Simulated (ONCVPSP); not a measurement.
**Configuration tests for N (ONCV)**

| Item | Value |
| --- | --- |
| Element | nitrogen (N) |
| Generator | ONCVPSP 4.0.1 |
| Type | optimised norm-conserving Vanderbilt (ONCV) |
| Functional | PBE |
| Relativity | scalar-relativistic |
| Frozen core | [He] |
| Valence charge | 5 |
| Reference configuration | 2s2 2p3 |
| Partial waves | 2s: rc 0.85 bohr, ncon 5, nbas 10, qcut 6.5 1/bohr, 2 projectors, debl 1.9 Ha; 2p: rc 2.00 bohr, ncon 5, nbas 8, qcut 8.7 1/bohr, 2 projectors, debl 4 Ha |
| Local potential | polynomial inside 0.85 bohr (lpopt 5, dvloc0 0 Ha) |
| Core correction | Teter function, fcfact 5.5, rcfact 2.04 |

Energies are relative to the spin-unpolarised reference configuration 2s2 2p3; without spin polarisation the order of configurations can differ from experiment.

| valence configuration | charge | ΔE all-electron (eV) | error AE − PS (meV) |
| --- | --- | --- | --- |
| 2s2 2p2 | +1 | 13.591 | +27 |
| 2s2 2p1 | +2 | 42.445 | +217 |
| 2s2 2p0 | +3 | 89.527 | +803 |

Task: What are ΔE and the potential's error for 2s2 2p2.5?

Result: ΔE = 5.093 eV all-electron; the error (AE − PS) is +4.4 meV.

Levels in the configuration 2s2 2p2.5:

```csv
level,all-electron (eV),pseudo (eV)
2s,-25.121,-25.120
2p,-13.444,-13.421
```
